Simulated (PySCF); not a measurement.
SbH2: one-bond stretch

Method: PySCF, UPBE0, basis Sb def2-TZVP with ECP28, H def2-TZVP (scalar-relativistic core potentials, no spin–orbit coupling, density fitting).

Rigid scan from the doublet minimum (Sb–H 1.712 Å (×2); H–Sb–H 90.3°). Coordinate: the bond from Sb to the last atom (H) scaled, the rest fixed. Energies in kJ/mol from the minimum.

Question: Predict the curve at 0.92, 0.96, 1.00, 1.05, 1.12, 1.20, 1.35, 1.55, 1.80, 2.20.

Answer: 
| scale of one bond | E (kJ/mol) | dipole size (D) | ⟨S²⟩ |
| --- | --- | --- | --- |
| 0.92 | 15.5 | 0.21 | 0.75 |
| 0.96 | 3.5 | 0.21 | 0.75 |
| 1.00 | 0.0 | 0.28 | 0.75 |
| 1.05 | 4.4 | 0.41 | 0.76 |
| 1.12 | 21.8 | 0.63 | 0.76 |
| 1.20 | 51.1 | 0.88 | 0.76 |
| 1.35 | 116.6 | 1.35 | 0.77 |
| 1.55 | 195.1 | – | 1.08 |
| 1.80 | 242.3 | – | 1.53 |
| 2.20 | 261.9 | – | 1.72 |

Spin contamination is strong at 1.55, 1.80, 2.20, so these points are less reliable.

No spin–orbit coupling is included, which matters more the heavier the element.

Other isomers or separated fragments may lie lower.
